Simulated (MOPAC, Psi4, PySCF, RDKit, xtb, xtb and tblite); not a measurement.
Internal rotation in H10Ge4, SMILES [GeH3][GeH2][GeH2][GeH3]. Scanned: dihedral Ge1–Ge2–Ge3–Ge4; all other coordinates were relaxed at GFN2-xTB. GFN2-xTB can order the conformers of Si and Ge chains otherwise than DFT does. Points at φ and −φ are mirror images.

Geometry of the scan point at -140° (Å):
```
14

Ge     3.0918    -0.3290    -0.3206
Ge     0.9992     0.3744     0.5696
Ge    -1.0027    -0.3736    -0.5258
Ge    -2.8025     1.1662    -0.7647
H      3.2994     0.0839    -1.7480
H      3.2765    -1.8175    -0.3147
H      4.2693     0.2227     0.4273
H      0.9974     1.8889     0.6463
H      0.9350     0.0052     2.0374
H     -1.5097    -1.6250     0.1610
H     -0.6519    -0.9130    -1.8990
H     -2.4284     2.4052    -1.5236
H     -3.9769     0.5907    -1.4994
H     -3.3500     1.6588     0.5419
```

Computed with: GFN2-xTB (xtb and tblite); PBE/def2-TZVP // GFN2-xTB (Psi4); PBE-D3(BJ)/def2-TZVP // GFN2-xTB (Psi4); UFF // GFN2-xTB (RDKit); PM3, restricted, heats of formation // GFN2-xTB (MOPAC); GFN1-xTB // GFN2-xTB (xtb); RKS-B3LYP/6-31G* = restricted B3LYP/6-31G*, spherical d, density fitting // GFN2-xTB run with PySCF 2.14.0.

Least-squares fit of E(φ) = a0 + Σ (a_n cos nφ + b_n sin nφ), n = 1 to 4, to the 18 scan points, in kJ/mol above the lowest point of each profile (levels whose profile four harmonics don't fit are not listed):

| method | a0 | a1 | b1 | a2 | b2 | a3 | b3 | a4 | b4 | rms of fit |
|---|---|---|---|---|---|---|---|---|---|---|
| GFN2-xTB | 0.55 | 0.34 | 0.00 | 0.01 | 0.00 | 0.25 | 0.00 | 0.02 | 0.00 | 0.02 |
| PBE/def2-TZVP | 1.23 | 0.12 | 0.00 | -0.01 | 0.00 | 1.01 | 0.00 | -0.01 | 0.00 | 0.06 |
| PBE-D3(BJ)/def2-TZVP | 1.05 | -0.53 | 0.00 | -0.22 | 0.00 | 0.91 | 0.00 | -0.05 | 0.00 | 0.07 |
| UFF | 2.31 | -1.93 | 0.00 | -0.43 | 0.00 | 0.68 | 0.00 | -0.47 | 0.00 | 0.21 |
| PM3 | 0.69 | -0.36 | 0.00 | 0.17 | 0.00 | 0.48 | 0.00 | -0.07 | 0.00 | 0.04 |
| GFN1-xTB | 3.30 | 2.75 | 0.00 | -0.14 | 0.00 | 0.61 | 0.00 | 0.27 | 0.00 | 0.08 |
| RKS-B3LYP/6-31G* | 1.18 | 0.41 | 0.00 | 0.08 | 0.00 | 0.97 | 0.00 | 0.12 | 0.00 | 0.07 |
